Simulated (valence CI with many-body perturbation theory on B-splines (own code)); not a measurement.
Ce50+: electric-dipole lines

Calculated by configuration interaction combined with many-body perturbation theory (CI+MBPT): six valence electrons over a frozen Dirac-Fock core [He], radial functions for each j: 9 s, 9 p, 8 d, 6 f, 3 g, 1 h, with the one-electron correlation potential Σ1 (screened to all orders), the two-electron term Σ2, the three-electron term Σ3, Breit, model QED; selected single and double excitations, second order for the rest, scaled by the run's own slope (own B-spline code, finite nucleus).

The last digits are not significant, and no measured levels were compared; by estimate large intervals hold to a few tenths of a per cent, small ones and those within an open d or f shell to about a per cent. Among the levels kept, up to 2400 cm⁻¹ of a level comes from second order outside the variational space, and about a tenth of that is noise between levels of different J, which matters for small intervals.

Lines 1 to 50 of 210 in falling wavelength, among levels below 6003.4 eV, chosen from the strongest by gf and those to the six lowest levels. Wavelengths and rates use the calculated energies. Electric multipoles are in the length gauge with retardation, E1 and E2 with the static RPA response of the core. Weak lines are less certain than strong ones. Lines between different terms over intervals too small for the method are left out, as are lines whose strength nearly cancels. The highest levels of a list are the least certain.

Levels are named by their leading jj configuration (3d3/2^4 stands for four electrons in 3d with j = 3/2), which in mixed levels can hold well under half, so a name can repeat and another be missing. Letters in brackets count levels of one name in rising energy.

```csv
λ vac (Å),Upper,Lower,A (s⁻¹),S (a.u.)
176.6,(2s 2p1/2^2 2p3/2^2 3p1/2) J=3,(2s 2p1/2^2 2p3/2^2 3s) J=2 [a],1.35e+09,2.57e-02
160.1,(2s 2p1/2^2 2p3/2^2 3p1/2) J=2,(2s 2p1/2^2 2p3/2^2 3s) J=3,3.61e+09,3.66e-02
159.2,(2s^2 2p1/2 2p3/2^2 3p1/2) J=3,(2s^2 2p1/2 2p3/2^2 3s) J=2 [b],4.32e+09,6.03e-02
156.4,(2s^2 2p1/2 2p3/2^2 3p1/2) J=1 [b],(2s^2 2p1/2 2p3/2^2 3s) J=1 [b],5.58e+09,3.17e-02
156.3,(2s^2 2p1/2^2 2p3/2 3p1/2) J=2,(2s^2 2p1/2^2 2p3/2 3s) J=1,4.10e+09,3.87e-02
152.3,(2s^2 2p1/2 2p3/2^2 3p1/2) J=2 [a],(2s^2 2p1/2 2p3/2^2 3s) J=1 [a],3.58e+09,3.12e-02
149.8,(2s^2 2p1/2 2p3/2^2 3p1/2) J=1 [a],(2s^2 2p1/2 2p3/2^2 3s) J=2 [a],7.97e+09,3.97e-02
148.0,(2s^2 2p1/2 2p3/2^2 3p1/2) J=3,(2s^2 2p1/2 2p3/2^2 3s) J=3,4.61e+09,5.16e-02
146.8,(2s^2 2p1/2^2 2p3/2 3p1/2) J=1,(2s^2 2p1/2^2 2p3/2 3s) J=2,8.55e+09,4.01e-02
143.7,(2s^2 2p1/2^2 2p3/2 3p1/2) J=2,(2s^2 2p1/2^2 2p3/2 3s) J=2,6.07e+09,4.45e-02
137.5,(2s^2 2p1/2 2p3/2^2 3p1/2) J=2 [a],(2s^2 2p1/2 2p3/2^2 3s) J=2 [a],5.60e+09,3.59e-02
128.9,(2s^2 2p1/2 2p3/2^2 3d3/2) J=3 [b],(2s 2p1/2^2 2p3/2^2 3s) J=3,3.86e+09,2.85e-02
128.6,(2s^2 2p1/2^2 2p3/2 3d3/2) J=3,(2s^2 2p1/2^2 2p3/2 3p3/2) J=3,2.67e+09,1.96e-02
113.1,(2s^2 2p1/2 2p3/2^2 3p1/2) J=2 [b],(2s^2 2p1/2 2p3/2^2 3s) J=3,1.54e+10,5.49e-02
110.6,(2s^2 2p1/2 2p3/2^2 3p1/2) J=0,(2s^2 2p1/2 2p3/2^2 3s) J=1 [b],2.64e+10,1.76e-02
108.2,(2s^2 2p1/2^2 2p3/2 3d5/2) J=2,(2s^2 2p1/2^2 2p3/2 3p3/2) J=2,8.35e+09,2.61e-02
106.4,(2s^2 2p1/2^2 2p3/2 3d5/2) J=1,(2s^2 2p1/2^2 2p3/2 3p3/2) J=0,1.25e+10,2.23e-02
97.78,(2s^2 2p1/2^2 2p3/2 3d5/2) J=4,(2s^2 2p1/2^2 2p3/2 3p3/2) J=3,3.15e+10,1.31e-01
97.38,(2s^2 2p1/2^2 2p3/2 3d5/2) J=3,(2s^2 2p1/2^2 2p3/2 3p3/2) J=2,2.67e+10,8.52e-02
96.70,(2s^2 2p1/2 2p3/2^2 3d5/2) J=3,(2s^2 2p1/2 2p3/2^2 3p3/2) J=2 [a],2.37e+10,7.42e-02
94.47,(2s^2 2p1/2 2p3/2^2 3d5/2) J=4,(2s^2 2p1/2 2p3/2^2 3p3/2) J=3 [a],2.96e+10,1.11e-01
93.23,(2s^2 2p1/2 2p3/2^2 3d5/2) J=3,(2s^2 2p1/2 2p3/2^2 3p3/2) J=3 [a],5.95e+09,1.66e-02
91.71,(2s^2 2p1/2^2 2p3/2 3d5/2) J=2,(2s^2 2p1/2^2 2p3/2 3p3/2) J=1,2.24e+10,4.27e-02
86.66,(2s^2 2p1/2 2p3/2^2 3d5/2) J=1,(2s^2 2p1/2 2p3/2^2 3p3/2) J=0,1.52e+10,1.47e-02
83.72,(2s^2 2p1/2^2 2p3/2 3d5/2) J=3,(2s^2 2p1/2^2 2p3/2 3p3/2) J=3,6.52e+09,1.32e-02
83.50,(2s^2 2p3/2^4) J=0,(2s 2p1/2^2 2p3/2^3) J=1,4.71e+08,1.35e-04
79.46,(2s^2 2p1/2^2 2p3/2 3d5/2) J=1,(2s^2 2p1/2^2 2p3/2 3p3/2) J=1,2.65e+10,1.97e-02
61.23,(2s^2 2p1/2 2p3/2^2 3p3/2) J=1 [a],(2s^2 2p1/2 2p3/2^2 3s) J=2 [b],8.35e+10,2.84e-02
60.53,(2s^2 2p1/2 2p3/2^2 3p3/2) J=3 [b],(2s^2 2p1/2 2p3/2^2 3s) J=2 [b],6.27e+10,4.81e-02
60.05,(2s^2 2p1/2 2p3/2^2 3p3/2) J=2 [a],(2s^2 2p1/2 2p3/2^2 3s) J=1 [a],6.46e+10,3.45e-02
59.30,(2s^2 2p1/2 2p3/2^2 3p3/2) J=0,(2s^2 2p1/2 2p3/2^2 3s) J=1 [a],1.59e+11,1.64e-02
59.23,(2s^2 2p1/2^2 2p3/2 3p3/2) J=1,(2s^2 2p1/2^2 2p3/2 3s) J=1,1.34e+11,4.11e-02
58.90,(2s^2 2p1/2 2p3/2^2 3p3/2) J=3 [a],(2s^2 2p1/2 2p3/2^2 3s) J=2 [a],1.18e+11,8.36e-02
58.83,(2s^2 2p1/2 2p3/2^2 3p3/2) J=3 [b],(2s^2 2p1/2 2p3/2^2 3s) J=3,5.18e+10,3.65e-02
58.79,(2s^2 2p1/2 2p3/2^2 3d3/2) J=3 [a],(2s^2 2p1/2 2p3/2^2 3p1/2) J=3,1.24e+10,8.68e-03
58.07,(2s^2 2p1/2 2p3/2^2 3d3/2) J=2 [b],(2s^2 2p1/2 2p3/2^2 3p1/2) J=2 [b],7.39e+10,3.57e-02
58.04,(2s^2 2p1/2 2p3/2^2 3p3/2) J=2 [b],(2s^2 2p1/2 2p3/2^2 3s) J=1 [b],6.05e+10,2.92e-02
57.59,(2s^2 2p1/2 2p3/2^2 3p3/2) J=2 [a],(2s^2 2p1/2 2p3/2^2 3s) J=2 [a],8.07e+10,3.80e-02
57.59,(2s^2 2p1/2 2p3/2^2 3p3/2) J=4,(2s^2 2p1/2 2p3/2^2 3s) J=3,1.86e+11,1.57e-01
57.56,(2s^2 2p1/2 2p3/2^2 3d3/2) J=1 [b],(2s^2 2p1/2 2p3/2^2 3p1/2) J=2 [b],7.41e+10,2.09e-02
57.54,(2s^2 2p1/2 2p3/2^2 3p3/2) J=1 [c],(2s^2 2p1/2 2p3/2^2 3s) J=1 [b],3.62e+10,1.02e-02
57.36,(2s^2 2p1/2^2 2p3/2 3p3/2) J=3,(2s^2 2p1/2^2 2p3/2 3s) J=2,1.87e+11,1.22e-01
57.32,(2s^2 2p1/2^2 2p3/2 3p3/2) J=1,(2s^2 2p1/2^2 2p3/2 3s) J=2,3.48e+10,9.70e-03
57.02,(2s^2 2p1/2 2p3/2^2 3d3/2) J=3 [b],(2s^2 2p1/2 2p3/2^2 3p1/2) J=2 [b],7.04e+10,4.51e-02
56.75,(2s^2 2p1/2 2p3/2^2 3p3/2) J=1 [c],(2s^2 2p1/2 2p3/2^2 3s) J=0,9.43e+10,2.55e-02
56.29,(2s^2 2p1/2^2 2p3/2 3d3/2) J=2,(2s^2 2p1/2^2 2p3/2 3p1/2) J=2,6.51e+10,2.86e-02
55.88,(2s^2 2p1/2 2p3/2^2 3d3/2) J=2 [a],(2s^2 2p1/2 2p3/2^2 3p1/2) J=2 [a],7.13e+10,3.07e-02
55.87,(2s^2 2p1/2 2p3/2^2 3p3/2) J=1 [a],(2s^2 2p1/2 2p3/2^2 3s) J=1 [a],7.39e+10,1.91e-02
55.83,(2s^2 2p1/2^2 2p3/2 3d3/2) J=2,(2s^2 2p1/2^2 2p3/2 3p1/2) J=1,7.03e+10,3.02e-02
55.23,(2s^2 2p1/2 2p3/2^2 3p3/2) J=2 [c],(2s^2 2p1/2 2p3/2^2 3s) J=1 [b],1.33e+11,5.52e-02
```
